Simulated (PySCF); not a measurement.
From computed data to an observable: dipole moment from atomic charges

BH, SMILES [BH] (connectivity only; charge and spin as stated), neutral, multiplicity 1. Atoms are numbered in the order given.

```xyz
2

B      0.0000     0.0000    -0.2069
H      0.0000     0.0000     1.0343
```
Charge 0, spin multiplicity 1.

Geometry optimised at PBE0-D3(BJ)/def2-TZVPD.

Charges (e) from PySCF with CAM-B3LYP/def2-TZVPD:

```
atom  ESP fit     IAO
----  -------  ------
B1     -0.168   0.009
H2      0.168  -0.009
```

The dipole moment of the full density is 1.60 D.

Q: What dipole moment does each set of point charges give, and which comes closer to that of the density?

A: 
μ = Σ q r, and 1 e Å = 4.8032 D.
ESP fit: Σ q r = (0.000, 0.000, 0.209) e Å, |μ| = 1.00 D.
IAO: Σ q r = (0.000, 0.000, -0.011) e Å, |μ| = 0.05 D.
ESP fit comes closer in size. Point charges leave out the atoms' own dipoles (lone pairs, polarised bonds); fits to the potential absorb them, partitions of the density don't.
